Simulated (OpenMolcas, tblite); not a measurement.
# A ladder of methods for GaCl (SMILES [Cl][Ga])

GaCl has 2 atoms, charge 0, and is taken as a singlet. SMILES: `[Cl][Ga]`. The shape is that of a PBE0-D4/def2-TZVP optimisation.

```xyz
2

Cl    0.0000    0.0000   -0.0236
Ga    0.0000    0.0000    2.1922
```

Each level gives the dipole moment (D). The values are calculated.

```csv
level,kind,program,value (D),CPU time
GFN2-xTB,semi-empirical,tblite,3.97,under 2 s
IPEA1-xTB,semi-empirical,tblite,3.75,under 2 s
HF/cc-pVTZ,Hartree–Fock,OpenMolcas,2.39,10 s
SVWN5/cc-pVTZ,LDA,OpenMolcas,2.24,16 s
BLYP/cc-pVTZ,GGA,OpenMolcas,2.25,20 s
M06-L/cc-pVTZ,meta-GGA,OpenMolcas,2.49,26 s
BHLYP/cc-pVTZ,global hybrid,OpenMolcas,2.50,20 s
PBE0/cc-pVTZ,global hybrid,OpenMolcas,2.34,21 s
```

All-electron rows without a relativistic Hamiltonian named are non-relativistic. The values span 2.24 to 3.97 D. Times are those of the runs behind each value, whatever else they computed, on shared processors of several kinds: orders of magnitude only.
